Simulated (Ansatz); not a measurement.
Geometry optimisation, Ansatz 0.2.0, RKS BHLYP-D4/def2-SVP.

Input:

```yaml
crystal:
  periodic: [false, false, false]
  atoms:
    - { symbol: Ga, position_ang: [0.2978, -0.3473, 0.2586] }
    - { symbol: S, position_ang: [0.1275, 1.638, -1.4887] }
    - { symbol: O, position_ang: [-0.0937, 0.4288, 1.7677] }
    - { symbol: O, position_ang: [1.2662, -1.7826, 0.1222] }
    - { symbol: H, position_ang: [-1.2152, 0.4684, -1.2992] }
    - { symbol: F, position_ang: [-1.5654, -0.5431, -0.7517] }
    - { symbol: H, position_ang: [-0.3382, 2.3752, -0.483] }
    - { symbol: H, position_ang: [0.1146, -0.0167, 2.5886] }
    - { symbol: H, position_ang: [1.4062, -2.2208, -0.7144] }
basis:
  gaussian: { orbitals: def2-SVP }
hamiltonian:
  xc: { name: BHLYP }
  dispersion: d4
relax:
  f_tol: 0.15
  max_steps: 25
  restrain:
    - { distance: [0, 5], at: 1.79, k: 30.0 }
    - { distance: [4, 1], at: 1.36, k: 30.0 }
    - { distance: [0, 1], at: 3.57, k: 30.0 }
    - { distance: [4, 5], at: 2.18, k: 30.0 }
output:
  orbitals: {}
```

Launched with:

```bash
$ ansatz run input.yaml --threads 2 --pin off --max-ram 3072MiB --backend cpu --events-out ev --progress --plain --runs-dir out
```

Question: Where does it end, and by what steps?

Answer: It converged. The restraints hold the end off the free minimum. After 8 steps the energy has fallen by 0.729 eV (the restraints' own energy left out); H5 moved furthest, 0.72 Å. Parted: Ga1–S2. Joined: S2–H5.

```csv
step,energy less start (eV),largest force component (eV/Å),accepted
0,0.0000,1.974,yes
1,0.2307,3.004,yes
2,-0.2515,3.478,yes
3,-0.5705,1.404,yes
4,-0.5918,1.114,yes
5,-0.6607,0.769,yes
6,-0.6930,0.659,yes
7,-0.7204,0.550,yes
8,-0.7290,0.590,yes
```

```xyz
9
Properties=species:S:1:pos:R:3
Ga -0.034 -0.834 0.526
S 0.006 1.951 -1.691
O -0.252 0.129 1.974
O 1.344 -1.875 0.210
H -0.984 1.029 -1.687
F -1.380 -0.833 -0.622
H -0.525 2.627 -0.663
H 0.486 0.142 2.578
H 1.339 -2.335 -0.626
```

Whether the end is a true minimum wasn't checked by a vibrational analysis.

Run time: 36 s on 2 threads of Arm Neoverse V1, with other jobs on the host, peak memory 0.28 GiB.
